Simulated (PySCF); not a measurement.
## Br: fine-structure interval

Br [Ar] 3d10 4s2 4p5 [4p1/2^2 4p3/2^3, M_J = 3/2] → Br [Ar] 3d10 4s2 4p5 [4p1/2^1 4p3/2^4, M_J = 1/2], as a difference of total energies. All numbers are calculated (PySCF 2.14, the two-component X2C-1e Hamiltonian, in x2c-TZVPall-2c (6s7p4d1f, 54 functions)). Correlated levels: [Ne] frozen. "Screened" scales the spin-orbit matrix elements by Boettger's factors to mimic the two-electron term; Breit and QED terms are absent.

```tsv
method	fine-structure interval (cm⁻¹)	error (cm⁻¹)
GHF (screened spin-orbit)	3186.1	-499
GMP2 (screened spin-orbit)	3649.3	-36
GHF (bare spin-orbit)	3397.1	-288
```

Reference: 3685.2 cm⁻¹ (measured; NIST Handbook of Basic Atomic Spectroscopic Data (Sansonetti and Martin, J. Phys. Chem. Ref. Data 34, 1559 (2005))).

Errors of the correlated levels include the incompleteness of this basis and the frozen core.
